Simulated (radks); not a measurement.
Spherical quantum dot in the effective-mass picture: electrons in a parabolic well V = omega^2 r^2 / 2 with omega = 2.59, all in effective atomic units (hartree* = m*/eps^2 hartree, bohr* = eps/m* bohr), one dielectric constant everywhere. Calculated with a radial shooting solver with Libxc functionals: non-relativistic Kohn-Sham, LDA (Slater exchange, Perdew-Wang correlation), spin-polarised, spherical densities. Levels are named by radial order and angular momentum (1s, 1p, 1d, 2s, ...), and open shells are averaged over m. Results are scaled to m* = 0.049 and eps = 9.9, for which hartree* = 13.6 meV and bohr* = 10.69 nm.

N = 6, configuration 1s2 1p(up 3, down 1). This is the lowest configuration that the search found. Occupied and some empty levels:

| level | occupation | eigenvalue (meV) | <r> (nm) |
|---|---|---|---|
| 1s up | 1 | 124.02 | 8.511 |
| 1s down | 1 | 125.90 | 8.498 |
| 1p up | 3 | 151.58 | 10.97 |
| 1p down | 1 | 153.51 | 11.00 |
| 1d up | 0 | 180.98 | 12.87 |
| 1d down | 0 | 182.72 | 12.93 |
| 2s up | 0 | 184.09 | 11.79 |
| 2s down | 0 | 185.39 | 11.83 |
| 1f up | 0 | 211.68 | 14.49 |
| 1f down | 0 | 213.17 | 14.55 |

Energy (meV): total 644.173, kinetic 188.76, external 278.71, Hartree 231.03, exchange-correlation -54.328.

Electron density:

| r (nm) | n(r) (e/nm^3) |
|---|---|
| 0.432 | 0.0007870 |
| 2.06 | 0.0008154 |
| 3.68 | 0.0008548 |
| 5.31 | 0.0008602 |
| 6.94 | 0.0007976 |
| 8.56 | 0.0006644 |
| 10.2 | 0.0004906 |
| 11.8 | 0.0003187 |
| 13.4 | 0.0001811 |
| 15.1 | 0.00008986 |
| 16.7 | 0.00003865 |
| 18.3 | 0.00001459 |
| 20.0 | 4.808e-06 |
| 21.6 | 1.386e-06 |
